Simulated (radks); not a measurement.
The chlorine anion Cl-, [Ar], held by a Watson sphere: a shell of charge +1 at radius R that stands for the Madelung well of a crystal (potential energy -1/R inside, -1/r outside, in hartree with lengths in bohr). Method: scalar-relativistic Kohn-Sham, PBE, spin-polarised, spherical densities, point nucleus; computed with a radial shooting solver on a logarithmic mesh with Libxc functionals. Response by self-consistent Sternheimer equations with the Hartree and adiabatic LDA kernel, the relativistic mass of each level held fixed and spin-orbit coupling left out. The sphere does not respond.

| R (bohr) | e(2p) (eV) | e(3s) (eV) | e(3p) (eV) | <r> 3p (bohr) | sum of <r^2> (bohr^2) | X-ray form factor at sin(theta)/lambda = 0.1 1/angstrom | alpha (bohr^3) |
|---|---|---|---|---|---|---|---|
| 2.08 | -189.65 | -20.737 | -8.924 | 1.880 | 32.91 | 15.913 | 18.13 |
| 3.05 | -188.85 | -18.952 | -7.365 | 1.972 | 36.06 | 15.769 | 24.88 |
| 3.45 | -188.41 | -18.342 | -6.773 | 1.996 | 36.96 | 15.734 | 27.78 |
| 4.23 | -187.56 | -17.345 | -5.779 | 2.026 | 38.22 | 15.691 | 33.07 |
| 4.58 | -187.22 | -16.969 | -5.401 | 2.035 | 38.63 | 15.679 | 35.21 |

Estimate the row for R = 3.17 bohr.

Answer. e(2p) (eV) -188.72; e(3s) (eV) -18.762; e(3p) (eV) -7.181; <r> 3p (bohr) 1.980; sum of <r^2> (bohr^2) 36.35; X-ray form factor at sin(theta)/lambda = 0.1 1/angstrom 15.757; alpha (bohr^3) 25.76.
